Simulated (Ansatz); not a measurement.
## Strength of the O–Si bond: Si2H6O2 → SiH2(OH)(SiH2) + OH

Species: Si2H6O2 `O[SiH2][SiH2]O`, singlet; SiH2(OH)(SiH2), doublet; OH, doublet. 

Shapes, held fixed at every level: PBE0-D4/def2-TZVP. Flexible molecules stand in one conformer, not always the lowest. Programs: Ansatz 0.2.0. Electronic energies: no zero-point or thermal term.

```tsv
level	kind	ΔE (kJ/mol)	less CCSD(T)/CBS estimate
HF/def2-TZVPP	Hartree–Fock	+372.3	-146.3
PBE0-D4/def2-TZVPP	global hybrid	+491.4	-27.2
wB97M-V/def2-TZVPP	range-separated hybrid	+515.9	-2.7
wB97X-V/def2-TZVPP	range-separated hybrid	+512.9	-5.7
MP2/def2-TZVPP	perturbation theory	+533.7	+15.1
CCSD(T)/def2-SVP	coupled cluster or CI	+471.8	-46.8
CCSD(T)/def2-TZVPP	coupled cluster or CI	+501.0	-17.6
CCSD(T)/CBS estimate	coupled cluster or CI	+518.6	0.0
```

The highest level, CCSD(T)/CBS estimate, gives ΔE = +518.6 kJ/mol; the levels span +372.3 to +533.7. The column of differences is taken from that level and isn't an error. Hartree–Fock misses the correlation of the pair that is broken and comes out low. No measured value is set beside it here. Open shells run unrestricted unless RO is named. The CBS estimate extrapolates MP2 from def2-TZVPP and def2-QZVPP and adds CCSD(T) − MP2 in the triple-zeta set, cores frozen.
